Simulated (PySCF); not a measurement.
C2H6N, doublet, at a GFN2-xTB geometry, with bond 5-1 at 1.6 times its length; PBE0/3-21G (PySCF).

Here is a job for PySCF.
```python
from pyscf import gto, scf, dft

mol = gto.Mole()
mol.atom = '''
    C     0.129368   -0.113651    1.201764
    N    -0.399531    0.389421    0.004322
    C     0.104668   -0.112290   -1.204294
    H     0.935350   -0.853044    1.078917
    H     0.712434    1.230327    2.169013
    H    -0.684847   -0.561087    1.786736
    H     0.912994   -0.851812   -1.098855
    H     0.456607    0.728383   -1.815228
    H    -0.721389   -0.559075   -1.772934
'''
mol.basis = '3-21g'
mol.charge = 0
mol.spin = 1
mol.verbose = 4
mol.build()

mf = dft.UKS(mol)
mf.xc = 'pbe0'
mf.DIIS = scf.EDIIS
mf.kernel()
```

Write the output that PySCF gives for this input, abridged.


```
PySCF version 2.14.0

[INPUT] verbose = 4
[INPUT] num. atoms = 9
[INPUT] num. electrons = 25
[INPUT] charge = 0
[INPUT] spin (= nelec alpha-beta = 2S) = 1
[INPUT] symmetry False subgroup None
[INPUT] Mole.unit = angstrom
[INPUT] Symbol           X                Y                Z      unit          X                Y                Z       unit  Magmom
[...]
nuclear repulsion = 75.687613800469
number of shells = 27
number of NR pGTOs = 63
number of NR cGTOs = 39
basis = 3-21g
ecp = {}

******** <class 'pyscf.dft.uks.UKS'> ********
method = UKS
initial guess = minao
damping factor = 0
level_shift factor = 0
DIIS = <class 'pyscf.scf.diis.EDIIS'>
diis_start_cycle = 1
diis_space = 8
diis_damp = 0
SCF conv_tol = 1e-09
SCF conv_tol_grad = None
SCF max_cycles = 50
direct_scf = True
direct_scf_tol = 1e-13
number electrons alpha = 13  beta = 12
XC library pyscf.dft.libxc version 7.1.2
    S. Lehtola, C. Steigemann, M. J. T. Oliveira, and M. A. L. Marques,  SoftwareX 7, 1–5 (2018)
XC functionals = pbe0
    C. Adamo and V. Barone,  J. Chem. Phys. 110, 6158 (1999)
    M. Ernzerhof and G. E. Scuseria,  J. Chem. Phys. 110, 5029 (1999)
radial grids:
    Treutler-Ahlrichs [JCP 102, 346 (1995); DOI:10.1063/1.469408] (M4) radial grids

becke partition: Becke, JCP 88, 2547 (1988); DOI:10.1063/1.454033
pruning grids: <function nwchem_prune>
grids dens level: 3
symmetrized grids: False
atomic radii adjust function: <function treutler_atomic_radii_adjust>
small_rho_cutoff = 0
Set gradient conv threshold to 3.16228e-05
tot grids = 100992
init E= -133.467813379165

cycle= 1 E= -133.487773731955  delta_E= -0.02  |g|= 0.153  |ddm|= 1.84
cycle= 2 E= -133.479309898055  delta_E= 0.00846  |g|= 0.23  |ddm|= 0.511
cycle= 3 E= -133.508662535208  delta_E= -0.0294  |g|= 0.0633  |ddm|= 0.356
cycle= 4 E= -133.50866253479  delta_E= 4.17e-10  |g|= 0.0633  |ddm|= 7.99e-09
cycle= 5 E= -133.508662534873  delta_E= -8.23e-11  |g|= 0.0633  |ddm|= 1.58e-09
cycle= 6 E= -133.508662534531  delta_E= 3.42e-10  |g|= 0.0633  |ddm|= 6.56e-09
cycle= 7 E= -133.50866253488  delta_E= -3.49e-10  |g|= 0.0633  |ddm|= 6.69e-09
cycle= 8 E= -133.508662534881  delta_E= -1.48e-12  |g|= 0.0633  |ddm|= 2.42e-11
cycle= 9 E= -133.508662534797  delta_E= 8.42e-11  |g|= 0.0633  |ddm|= 1.61e-09
cycle= 10 E= -133.508136422079  delta_E= 0.000526  |g|= 0.075  |ddm|= 0.0529
cycle= 11 E= -133.507245224654  delta_E= 0.000891  |g|= 0.0913  |ddm|= 0.181
cycle= 12 E= -133.511401066463  delta_E= -0.00416  |g|= 0.019  |ddm|= 0.11
[...]
cycle= 22 E= -133.511641306607  delta_E= -3.94e-11  |g|= 0.00927  |ddm|= 1.64e-08
cycle= 23 E= -133.511641306552  delta_E= 5.49e-11  |g|= 0.00927  |ddm|= 2.27e-08
cycle= 24 E= -133.511641306605  delta_E= -5.25e-11  |g|= 0.00927  |ddm|= 2.18e-08
cycle= 25 E= -133.511641306528  delta_E= 7.63e-11  |g|= 0.00927  |ddm|= 3.15e-08
cycle= 26 E= -133.51164130657  delta_E= -4.17e-11  |g|= 0.00927  |ddm|= 1.73e-08
cycle= 27 E= -133.511641306576  delta_E= -5.97e-12  |g|= 0.00927  |ddm|= 2.2e-09
cycle= 28 E= -133.511596454882  delta_E= 4.49e-05  |g|= 0.0143  |ddm|= 0.0233
cycle= 29 E= -133.511674981285  delta_E= -7.85e-05  |g|= 0.00896  |ddm|= 0.0236
cycle= 30 E= -133.511708286974  delta_E= -3.33e-05  |g|= 0.00317  |ddm|= 0.0067
cycle= 31 E= -133.511708287011  delta_E= -3.73e-11  |g|= 0.00317  |ddm|= 2.31e-08
cycle= 32 E= -133.511708286944  delta_E= 6.75e-11  |g|= 0.00317  |ddm|= 2.47e-08
cycle= 33 E= -133.511708286475  delta_E= 4.69e-10  |g|= 0.00317  |ddm|= 2.19e-07
cycle= 34 E= -133.511708287018  delta_E= -5.43e-10  |g|= 0.00317  |ddm|= 4.85e-07
cycle= 35 E= -133.511708287333  delta_E= -3.15e-10  |g|= 0.00317  |ddm|= 5.68e-07
cycle= 36 E= -133.511701898721  delta_E= 6.39e-06  |g|= 0.00468  |ddm|= 0.00217
cycle= 37 E= -133.511698573582  delta_E= 3.33e-06  |g|= 0.0061  |ddm|= 0.0113
cycle= 38 E= -133.511714152231  delta_E= -1.56e-05  |g|= 0.00344  |ddm|= 0.00944
cycle= 39 E= -133.511718738928  delta_E= -4.59e-06  |g|= 0.00155  |ddm|= 0.00171
cycle= 40 E= -133.511718738726  delta_E= 2.02e-10  |g|= 0.00155  |ddm|= 1.3e-07
cycle= 41 E= -133.511718749825  delta_E= -1.11e-08  |g|= 0.00155  |ddm|= 1.38e-05
cycle= 42 E= -133.511718738233  delta_E= 1.16e-08  |g|= 0.00155  |ddm|= 1.38e-05
cycle= 43 E= -133.511718738186  delta_E= 4.7e-11  |g|= 0.00155  |ddm|= 9.64e-08
cycle= 44 E= -133.511718739313  delta_E= -1.13e-09  |g|= 0.00155  |ddm|= 7.73e-07
cycle= 45 E= -133.51171723535  delta_E= 1.5e-06  |g|= 0.00223  |ddm|= 0.00215
cycle= 46 E= -133.511717391103  delta_E= -1.56e-07  |g|= 0.00263  |ddm|= 0.00507
cycle= 47 E= -133.511720442683  delta_E= -3.05e-06  |g|= 0.00127  |ddm|= 0.00378
cycle= 48 E= -133.511720493051  delta_E= -5.04e-08  |g|= 0.00123  |ddm|= 3.53e-05
cycle= 49 E= -133.51172056894  delta_E= -7.59e-08  |g|= 0.00119  |ddm|= 7.82e-05
cycle= 50 E= -133.511720682011  delta_E= -1.13e-07  |g|= 0.00111  |ddm|= 0.000106
SCF not converged.
SCF energy = -133.511720682011 after 50 cycles  <S^2> = 0.80741169  2S+1 = 2.0566105
```

The run did not converge; its last values are not results.
